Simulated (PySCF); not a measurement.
Predicted microwave data (PySCF, PBE0-D3(BJ)/def2-SVP geometry optimisation, gas phase) for one isomer of CH8OSSi2:

- Rotational constants: A = 3680, B = 1432, C = 1212 MHz
- Dipole components: |μa| = 0.17 D, |μb| = 0.69 D, |μc| = 0.96 D
- Inertial defect: -73.15 u·Å²
- κ: -0.82

Question: Which candidate fits, each taken in the one conformer that was computed?
A. `[CH3:1][S:2][SiH2:3][O:4][SiH3:5]` with C1–S2–Si3–O4 69°, S2–Si3–O4–Si5 32°
B. `[CH3:1][S:2][Si@@H:3]([OH:4])[SiH3:5]` with C1–S2–Si3–O4 156°, S2–Si3–O4–H -57°

Answer: A. It is CS[SiH2]O[SiH3], an asymmetric top, point group C1. The candidates at the same level (rigid rotor, commonest isotopes):

```tsv
SMILES	A (MHz)	B (MHz)	C (MHz)	μa (D)	μb (D)	μc (D)	Δ (u·Å²)	point group	rotor
CS[Si@@H](O)[SiH3]	2956	1570	1174	1.18	0.06	1.54	-62.30	C1	asymmetric top
CS[SiH2]O[SiH3]	3680	1432	1212	0.17	0.69	0.96	-73.15	C1	asymmetric top
```

`CS[Si@@H](O)[SiH3]` has A 20 % too low. No structure here is proved a minimum.
